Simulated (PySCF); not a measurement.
Dipole response of S⁻ (sulfur, charge -1)

[Ne] 3s2 3p5, 2P determinant. Calculation: PySCF 2.14, in aug-cc-pV(D+d)Z; the non-relativistic Hamiltonian (point nucleus). Coupled (time-dependent) response in atomic units; α is the mean over directions.

```tsv
method	mean α (bohr³)	α xx, yy, zz	C₆ (like pair)	S(−4)
UHF	32.46	25.14, 36.11, 36.11	300.7	365.4
BHandHLYP	33.85	26.00, 37.78, 37.78	313.3	431.0
```

S(−4) is the Cauchy moment in α(ω) = α(0) + S(−4) ω² + …

α(iu) at BHandHLYP:

```json
{"u (hartree)": "0", "α(iu) (bohr³)": "33.85"}
{"u (hartree)": "0.0500", "α(iu) (bohr³)": "32.83"}
{"u (hartree)": "0.100", "α(iu) (bohr³)": "30.32"}
{"u (hartree)": "0.200", "α(iu) (bohr³)": "24.40"}
{"u (hartree)": "0.300", "α(iu) (bohr³)": "19.49"}
{"u (hartree)": "0.500", "α(iu) (bohr³)": "12.76"}
{"u (hartree)": "0.750", "α(iu) (bohr³)": "7.899"}
{"u (hartree)": "1.00", "α(iu) (bohr³)": "5.213"}
{"u (hartree)": "1.50", "α(iu) (bohr³)": "2.681"}
{"u (hartree)": "2.00", "α(iu) (bohr³)": "1.617"}
{"u (hartree)": "3.00", "α(iu) (bohr³)": "0.7811"}
{"u (hartree)": "5.00", "α(iu) (bohr³)": "0.3170"}
```

For an ion, C₆ is the dispersion term alone; charge-induced terms of lower order in 1/R come first.

The components differ because the open shell of this determinant is not spherical; for a pure term their mean is the scalar polarisability.
